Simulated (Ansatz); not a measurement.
## Molecular dynamics of ClH3Sn

input.yaml

```yaml
crystal:
  periodic: [false, false, false]
  atoms:
    - { symbol: Sn, position_ang: [0.244474, 0.0, -0.438826] }
    - { symbol: Cl, position_ang: [1.314504, 0.0, 2.010868] }
    - { symbol: H, position_ang: [1.842605, 0.0, 0.393295] }
    - { symbol: H, position_ang: [-0.804491, 1.364221, -0.348468] }
    - { symbol: H, position_ang: [-0.804491, -1.364221, -0.348468] }
basis:
  gaussian: { orbitals: def2-SVP }
hamiltonian:
  xc: cam_b3lyp
  dispersion: d4
md:
  timestep: 0.5
  n_steps: 200
  ensemble: nve
  temperature: 100.0
  initial_velocities: maxwell_boltzmann
  seed: 2590
```

Launched with:

```bash
$ ansatz run input.yaml --threads 1 --pin off --max-ram 2048MiB --backend cpu --events-out ev --progress --plain --runs-dir out
```

It starts at the highest image of a converged band, a first-order saddle point between two minima.

Output, in part (step lines, the closing report, with atoms numbered from 0):

```
md step     0: t =     0.00 fs  T =   100.0 K  F+E_penalty+E_count = -18397.09815723 eV  E_kin = 0.038778 eV  conserved = -18397.05937923 eV  (25 SCF iters)
md step     1: t =     0.50 fs  T =    99.5 K  F+E_penalty+E_count = -18397.09795999 eV  E_kin = 0.038585 eV  conserved = -18397.05937505 eV  (27 SCF iters)
md step     2: t =     1.00 fs  T =    98.4 K  F+E_penalty+E_count = -18397.09752046 eV  E_kin = 0.038156 eV  conserved = -18397.05936476 eV  (27 SCF iters)
md step     3: t =     1.50 fs  T =    97.1 K  F+E_penalty+E_count = -18397.09699734 eV  E_kin = 0.037647 eV  conserved = -18397.05934997 eV  (28 SCF iters)
md step     4: t =     2.00 fs  T =    96.2 K  F+E_penalty+E_count = -18397.09662455 eV  E_kin = 0.037293 eV  conserved = -18397.05933203 eV  (28 SCF iters)
md step     5: t =     2.50 fs  T =    96.4 K  F+E_penalty+E_count = -18397.09668812 eV  E_kin = 0.037376 eV  conserved = -18397.05931245 eV  (28 SCF iters)
md step     6: t =     3.00 fs  T =    98.5 K  F+E_penalty+E_count = -18397.09750171 eV  E_kin = 0.038209 eV  conserved = -18397.05929262 eV  (23 SCF iters)
md step     7: t =     3.50 fs  T =   103.4 K  F+E_penalty+E_count = -18397.09938443 eV  E_kin = 0.040111 eV  conserved = -18397.05927368 eV  (23 SCF iters)
[... lines left out ...]
Total energy: -18398.10817170 eV, -676.1180046243 hartree
Atom 0 at     0.250423     0.000051    -0.426975 Å, force     0.397150     0.151862     3.729955 eV/Å
Atom 1 at     1.297432     0.000338     1.995508 Å, force    -0.366313    -0.016288    -1.803113 eV/Å
Atom 2 at     1.647178    -0.056623    -1.491264 Å, force    -1.008125     0.078500     0.297990 eV/Å
Atom 3 at    -0.745890     1.335848     0.181598 Å, force     0.575721    -0.245749    -1.186051 eV/Å
Atom 4 at    -0.767884    -1.297107     0.150523 Å, force     0.401568     0.031676    -1.038781 eV/Å
Dipole moment:    -0.317719     0.001758    -1.051069 e Å
```

The steps, from the saved trajectory:

| time (fs) | T (K) | potential energy less start (eV) | conserved less start (meV/atom) |
| --- | --- | --- | --- |
| 0.0 | 100 | 0.000 | 0.00 |
| 3.0 | 99 | 0.001 | 0.02 |
| 6.0 | 194 | -0.036 | 0.03 |
| 9.0 | 517 | -0.161 | 0.05 |
| 12.0 | 1228 | -0.437 | 0.08 |
| 15.0 | 2504 | -0.932 | -0.04 |
| 18.0 | 3766 | -1.423 | -0.21 |
| 21.0 | 4146 | -1.570 | -0.21 |
| 24.0 | 3787 | -1.430 | -0.13 |
| 27.0 | 3224 | -1.212 | -0.09 |
| 30.0 | 2699 | -1.008 | -0.06 |
| 33.0 | 2336 | -0.867 | -0.05 |
| 36.0 | 2235 | -0.828 | 0.01 |
| 39.0 | 2659 | -0.993 | -0.08 |
| 42.0 | 3128 | -1.175 | -0.18 |
| 45.0 | 3009 | -1.129 | -0.15 |
| 48.0 | 2445 | -0.910 | -0.07 |
| 51.0 | 1993 | -0.734 | 0.02 |
| 54.0 | 2202 | -0.815 | 0.00 |
| 57.0 | 2900 | -1.086 | -0.11 |
| 60.0 | 3477 | -1.310 | -0.12 |
| 63.0 | 3849 | -1.454 | -0.11 |
| 66.0 | 4091 | -1.549 | -0.17 |
| 69.0 | 3772 | -1.425 | -0.18 |
| 72.0 | 2826 | -1.057 | -0.04 |
| 75.0 | 1960 | -0.721 | -0.03 |
| 78.0 | 1365 | -0.491 | 0.03 |
| 81.0 | 1393 | -0.501 | 0.06 |
| 84.0 | 2189 | -0.810 | -0.01 |
| 87.0 | 3259 | -1.226 | -0.12 |
| 90.0 | 3983 | -1.506 | -0.14 |
| 93.0 | 4222 | -1.599 | -0.20 |
| 96.0 | 3797 | -1.434 | -0.15 |
| 99.0 | 3006 | -1.128 | -0.12 |

All steps were run. The conserved energy stayed within 0.24 meV per atom of its start (net change -0.14 meV per atom), so the integration is sound. The kinetic energy rose, since the run started high on the potential surface and went downhill. A run of 0.1 ps of so small a system gives no equilibrium averages. The orbitals stay closed-shell, which can raise the energy where a bond breaks towards radicals; this wasn't checked here.

Between its relaxed ends the band would form Cl2–H3 and break Sn1–H3. These pairs go: Cl2–H3 1.70 → 3.50 Å, Sn1–H3 1.80 → 1.76 Å. In the last frame they stand as before the step (other bonds may differ from the relaxed reactants and products). It ends as one piece, ClH3Sn. Pairs count as bonded within 1.25 times the sum of covalent radii (0.12 Å more for H–H).

Last frame:

```xyz
5
Properties=species:S:1:pos:R:3
Sn 0.250 0.000 -0.427
Cl 1.297 0.000 1.996
H 1.647 -0.057 -1.491
H -0.746 1.336 0.182
H -0.768 -1.297 0.150
```

Run time: 6.7 min on 1 thread of Arm Neoverse V2, with other jobs on the host, peak memory 0.13 GiB.
